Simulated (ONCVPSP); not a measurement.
**Logarithmic derivatives: gold, ONCV**

Au, optimised norm-conserving Vanderbilt (ONCV), made with ONCVPSP 4.0.1 (PBEsol, fully relativistic). Core [Kr] 4d10 4f14, reference 5s2 5p6 5d9.5 (charge +1.5). Waves: 5s: rc 1.45 bohr, ncon 4, nbas 7, qcut 9.1 1/bohr, 3 projectors, debl 2.3 Ha; 5p: rc 1.25 bohr, ncon 3, nbas 7, qcut 7.8 1/bohr, 2 projectors, debl 0.8 Ha; 5d: rc 1.70 bohr, ncon 4, nbas 8, qcut 9.3 1/bohr, 2 projectors, debl 0.4 Ha. Local part: polynomial inside 0.90 bohr (lpopt 5, dvloc0 2 Ha). Core correction: polynomial model core, fcfact 0.65.

Open shells are filled in proportion to 2j + 1.

In the s channel the program set the typed energies aside and used -4.521, 0.050, 2.350 Ha. In the p channel the program set the typed energies aside and used -2.578, 0.250 Ha (j = l + 1/2; the other j can differ). In the d channel the program set the typed energies aside and used -0.755, 0.250 Ha (j = l + 1/2; the other j can differ).

The phase is arctan(r·R′/R) of the radial function R(r), unwrapped; energies in Ha, scanned from -6 to 5 Ha. A pole is an energy at which the radial function vanishes at the test radius. The pseudo phase is shifted by a multiple of π to meet the all-electron one at the reference energy, and phase errors are pseudo minus all-electron; the curves can meet again beyond the range given. Levels narrower than the energy grid can be missing from the lists of poles.

| channel | radius (bohr) | reference energy (Ha) | poles, all-electron | poles, pseudo | unbroken range about the reference energy with phases within 0.05 rad | phase error 1 Ha above the reference energy (rad) |
| --- | --- | --- | --- | --- | --- | --- |
| s | 1.47 | -4.52 | -3.88 | -3.88 | the whole range | -0.000 |
| p3/2 | 1.27 | -2.58 | 0.36 | 0.36 | the whole range | +0.000 |
| p1/2 | 1.27 | -3.19 | -1.00 | -1.00 | the whole range | -0.000 |
| d5/2 | 1.72 | -0.75 | 0.47 | 0.47 | the whole range | +0.000 |
| d3/2 | 1.72 | -0.82 | 0.31 | 0.31 | the whole range | +0.000 |

Phases in the d3/2 channel:

```json
{"E (Ha)": "-5.96", "all-electron": "1.345", "pseudo": "1.345"}
{"E (Ha)": "-5.40", "all-electron": "1.327", "pseudo": "1.327"}
{"E (Ha)": "-4.84", "all-electron": "1.304", "pseudo": "1.304"}
{"E (Ha)": "-4.28", "all-electron": "1.274", "pseudo": "1.274"}
{"E (Ha)": "-3.72", "all-electron": "1.231", "pseudo": "1.231"}
{"E (Ha)": "-3.16", "all-electron": "1.165", "pseudo": "1.165"}
{"E (Ha)": "-2.60", "all-electron": "1.046", "pseudo": "1.046"}
{"E (Ha)": "-2.04", "all-electron": "0.775", "pseudo": "0.775"}
{"E (Ha)": "-1.48", "all-electron": "-0.053", "pseudo": "-0.053"}
{"E (Ha)": "-0.92", "all-electron": "-1.048", "pseudo": "-1.048"}
{"E (Ha)": "-0.36", "all-electron": "-1.396", "pseudo": "-1.396"}
{"E (Ha)": "0.20", "all-electron": "-1.549", "pseudo": "-1.549"}
{"E (Ha)": "0.76", "all-electron": "-1.648", "pseudo": "-1.648"}
{"E (Ha)": "1.32", "all-electron": "-1.736", "pseudo": "-1.736"}
{"E (Ha)": "1.88", "all-electron": "-1.840", "pseudo": "-1.841"}
{"E (Ha)": "2.44", "all-electron": "-2.002", "pseudo": "-2.003"}
{"E (Ha)": "3.00", "all-electron": "-2.346", "pseudo": "-2.351"}
{"E (Ha)": "3.56", "all-electron": "-3.184", "pseudo": "-3.202"}
{"E (Ha)": "4.12", "all-electron": "-3.985", "pseudo": "-4.000"}
{"E (Ha)": "4.68", "all-electron": "-4.303", "pseudo": "-4.313"}
```
